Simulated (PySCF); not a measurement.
C3H8N, multiplicity 2. Atoms are numbered in the order given.

```xyz
12

C      1.8417     0.5422     0.1505
N      0.4791     0.4226     0.3776
C     -0.3496    -0.3342    -0.5409
C     -1.7470    -0.5568     0.0229
H      2.3465    -0.3432    -0.2469
H      2.3957     1.1921     0.8319
H      0.0314     1.2672     0.7246
H     -0.4155     0.1558    -1.5362
H      0.1458    -1.3057    -0.7129
H     -1.7008    -1.0866     0.9870
H     -2.3617    -1.1476    -0.6735
H     -2.2660     0.4029     0.1882
```
Charge 0, spin multiplicity 2.

Geometry: B3LYP-D3(BJ)/def2-SVP. The isomer is the one that the SMILES or the coordinates give; other isomers of the formula were not compared. The values are those of a single conformer.

Method: SMD-ωB97X/6-31G* (PySCF).

Solvation free energies are E(SMD) − E(gas) at the gas-phase geometry, for 1 M in both phases. In vacuum the dipole moment is 1.19 D.

Q: Rank water, benzene, dichloromethane by solvation free energy, most negative first.

A: dichloromethane (-4.3 kcal/mol), benzene (-2.8 kcal/mol), water (-1.1 kcal/mol)
